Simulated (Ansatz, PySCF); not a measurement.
Torsion H4–O1–Si2–S3 in H2OSSi (SMILES O[Si]S); at each angle all else is relaxed with GFN2-xTB, and the levels are single points there.
Geometry at 180° (charge 0, multiplicity 1):
| atom | x (Å) | y (Å) | z (Å) |
|---|---|---|---|
| O | -0.9806 | 0.4360 | -0.7019 |
| Si | -0.0330 | -0.8684 | -0.3900 |
| S | 1.7474 | -0.0956 | -1.3769 |
| H | -1.8890 | 0.5089 | -0.4264 |
| H | 1.2082 | 1.0547 | -1.7536 |
Energies count from the point at 180°.

Cores are frozen in the correlated methods. CBS(a, b) extrapolates the correlation energy as X⁻³ and adds the Hartree–Fock energy of set b.

The values were computed with Ansatz (Gaussian orbitals); PySCF for the dispersion terms. 

Energies in meV.

| dihedral (°) | BLYP-D4/def2-TZVPP | MP2/cc-pV(D+d)Z | SCS-MP2/cc-pV(Q+d)Z | MP2/CBS(cc-pV(T+d)Z, cc-pV(Q+d)Z) + ΔCCSD(T)/cc-pV(T+d)Z |
|---|---|---|---|---|
| 0 | 18.4 | 49.8 | 33.3 | 34.9 |
| 30 | 60.9 | 101.6 | 79.6 | 79.7 |
| 60 | 158.7 | 221.2 | 187.2 | 183.7 |
| 90 | 223.1 | 297.9 | 257.5 | 251.3 |
| 120 | 179.1 | 234.5 | 205.4 | 199.7 |
| 150 | 60.1 | 78.0 | 69.3 | 67.3 |
| 180 | 0.0 | 0.0 | 0.0 | 0.0 |
| 210 | 60.1 | 78.0 | 69.2 | 67.3 |
| 240 | 179.2 | 234.7 | 205.7 | 200.0 |
| 270 | 223.1 | 297.9 | 257.5 | 251.3 |
| 300 | 158.6 | 221.2 | 187.2 | 183.6 |
| 330 | 61.0 | 101.7 | 79.6 | 79.7 |

Ansatz is a program for electronic structure.
